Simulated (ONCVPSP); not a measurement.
# platinum: from the effect back to the setting (ONCV)

Base potential:

platinum, optimised norm-conserving Vanderbilt (ONCV), made with ONCVPSP 4.0.1 (PBEsol, scalar-relativistic). Core [Xe], reference 4f14 5d9 6s0.5 6p0.5. Waves: 6s: rc 2.25 bohr, ncon 3, nbas 6, qcut 2.3 1/bohr, 2 projectors, debl 2.6 Ha; 6p: rc 3.35 bohr, ncon 3, nbas 8, qcut 2.3 1/bohr, 2 projectors, debl 2.3 Ha; 5d: rc 2.40 bohr, ncon 3, nbas 8, qcut 6.2 1/bohr, 2 projectors, debl 0.4 Ha; 4f: rc 0.95 bohr, ncon 4, nbas 8, qcut 18.5 1/bohr, 2 projectors, debl 3.7 Ha. Local part: polynomial inside 0.60 bohr (lpopt 5, dvloc0 0 Ha). Core correction: none.

Cutoffs, loose and tight: the cutoffs (Ha) at which the residual kinetic energy of the hardest occupied pseudo-wave falls to 1 and 0.1 mHa per electron. They do not see the model core or the augmentation charge, which bear on the density cutoff. Test errors are all-electron minus pseudo excitation energies from the reference, over the configurations 4f14 5d9 6s1 6p0; 4f14 5d9 6s0 6p0; 4f14 5d8 6s0 6p0; 4f13 5d10 6s0 6p0; variants that change the core or the reference have their own tests.

Only the scale of all radii (base = 1) is moved:

```tsv
scale of all radii (base = 1)	cutoff, loose	cutoff, tight	bound ghosts	largest test error (meV)
0.83	316 Ha	468 Ha	s, p, d	-887 over the solved tests; 1 of 4 tests not solved or not reliable
0.91	164 Ha	328 Ha	s, p, d	-865 over the solved tests; 1 of 4 tests not solved or not reliable
0.99	152 Ha	164 Ha	s, p	3 of 4 tests not solved or not reliable
1.13	136 Ha	148 Ha	s, p	-571 over the solved tests; 1 of 4 tests not solved or not reliable
1.33	119 Ha	131 Ha	s, p	-520 over the solved tests; 1 of 4 tests not solved or not reliable
```

Task: One more run gave cutoff, loose: 132 Ha; cutoff, tight: 144 Ha; bound ghosts: s, p; largest test error (meV): -590 over the solved tests; 1 of 4 tests not solved or not reliable. Which value of the scale of all radii (base = 1) was used?

Result: 1.18. The loose cutoff moves one way along this sweep, from 316 Ha at 0.83 to 119 Ha at 1.33, which places the run between 1.13 and 1.33.
